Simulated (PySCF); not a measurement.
# Unknowns

- shielding tensors at PBE0/pcSseg-1 (GIAO)
- structure optimised with GFN2-xTB
- B3LYP/pcJ-1 coupling constants (spin–dipole term left out of most H,H and C,H couplings)
- code: PySCF
- one conformer, no solvent, one averaged value for each set of equivalent atoms, no relativistic terms

δ = σ(ref) − σ, references computed at the same level: TMS for 1H, 13C. Multiplet labels drop J under 1 Hz and among equivalent protons, and merge close values. Unscaled 3J(H,H) run several per cent high. Where no couplings were computed, multiplicities follow the n + 1 count of equivalent neighbours, and m marks all less simple cases (inequivalent or close neighbours, rings, F or P nearby). Shifts are as computed. Against solution values, carbons near 30 ppm lie about +3 ppm off and those near 130 ppm about +5 ppm. Of 1211 compounds with measured shifts, 218 miss one by over three times the rms of a fit or turn the order of signals round; such compounds aren't used in these exercises. OH and NH positions are gas-phase values without hydrogen bonding to other molecules.

(1) C$_{9}$H$_{13}$N. 1H NMR (400 MHz, computed): δ 8.92 (d, 2H), 7.37 (d, 2H), 1.34 (s, 9H). 13C{1H} NMR (computed): δ 165.1, 155.9, 125.3, 36.6, 32.7. What is it?

(2) C$_{6}$H$_{12}$. 1H NMR (300 MHz, computed): δ 1.47 (s, 12H). 13C{1H} NMR (computed): δ 30.9. Identify the compound.

(3) C$_{9}$H$_{13}$N. 1H NMR (500 MHz, computed): δ 6.27 (d, 1H), 4.36 (m, 1H), 4.24 (m, 1H), 4.18 (m, 1H), 2.78 (s, 1H), 1.45 (m, 1H), 0.97 (d, 3H), 0.93 (d, 3H), 0.86 (br s, 1H). 13C{1H} NMR (computed): δ 151.7 (CH), 128.3 (C), 90.8 (CH), 82.6 (C), 77.5 (CH), 64.2 (CH2), 38.4 (CH), 22.4 (CH3), 16.0 (CH3). Identify the compound.

Answers

(1) 4-tert-butylpyridine (CC(C)(C)c1ccncc1). The formula gives 4 degrees of unsaturation (1 ring in the answer). 5 carbon signals for 9 carbons: some carbons are equivalent by symmetry or fast rotation. Carbon types of the structure: 2 × C, 4 × CH, 3 × CH3, which accounts for all hydrogens. δC 165.1: substituted aromatic carbon. δC 155.9: aromatic CH next to a ring nitrogen; the adjacent pyridine-type nitrogen withdraws density from it. δC 125.3: aromatic CH. δH 8.92: hydrogen on an aromatic CH next to a ring nitrogen; ring current plus the neighbouring ring nitrogen.

The shifts were computed for this structure.

(2) SMILES C1CCCCC1. Rings plus π bonds: 1 (1 ring in the answer). 1 carbon signal for 6 carbons: some carbons are equivalent by symmetry or fast rotation. Carbon types of the structure: 6 × CH2, which accounts for all hydrogens. δC 30.9: sp3 CH2 in a ring; aliphatic region, no heteroatom directly attached. δH 1.47: hydrogen on an sp3 CH2 in a ring; far from electronegative atoms and π systems.

The shifts were computed for this structure.

(3) SMILES C#CC1=C[C@@H](C(C)C)NC1. The formula gives 4 degrees of unsaturation (1 ring in the answer). 9 carbon signals for 9 carbons: no two carbons are equivalent. Carbon types of the structure: 2 × C, 4 × CH, 1 × CH2, 2 × CH3, leaving 1 H on heteroatoms. δC 128.3: fully substituted alkene carbon; the olefinic region. δC 82.6: alkyne carbon; sp carbons lie upfield of alkene carbons because the cylindrical π system leaves one tensor component strongly shielded. δC 77.5: allylic sp3 CH bonded to N; deshielded by the electronegative neighbour. δC 64.2: allylic sp3 CH2 bonded to N; the inductive effect lowers its shielding.

The data come from this structure; uniqueness wasn't tested.
